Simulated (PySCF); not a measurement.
Vertical excitations of a molecule C4H6ClF from TDA-PBE/def2-SVPD (PySCF), as energy in eV (oscillator strength): 6.05 (0.008), 6.32 (0.014), 6.42 (0.009), 6.74 (0.009), 7.25 (0.021), 7.30 (0.013), 7.37 (0.019), 7.59 (0.006), 7.68 (0.011), 7.70 (0.044). Lowest triplet (TDA): 5.49 eV. Coordinates come from a B3LYP-D3(BJ)/def2-SVP optimisation. Other conformers were not sampled.

Problem. Which structure fits?
(A) CC/C(Cl)=C\F
(B) C/C(F)=C(\C)Cl
(C) C=CC[C@H](F)Cl
(D) C[C@]1(F)C[C@H]1Cl

Solution. D, C[C@]1(F)C[C@H]1Cl
